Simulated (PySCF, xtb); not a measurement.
Al(H)(I)(OH) (AlH2IO), SMILES [OH][AlH][I].

GFN2-xTB run with xtb at its own geometry gives an orbital gap of 4.83 eV and a dipole moment of 5.14 D.

Geometry optimised at B3LYP-D3(BJ)/def2-TZVP. The def2 effective core potentials stand for the cores of I; spin–orbit coupling is left out. The values are those of a single conformer.

What does CAM-B3LYP/def2-TZVPD (PySCF) give? (An estimate is asked for; the answer gives what the named calculation found.)

gap 8.86 eV (levels -9.09 and -0.23 eV), dipole 0.58 D.
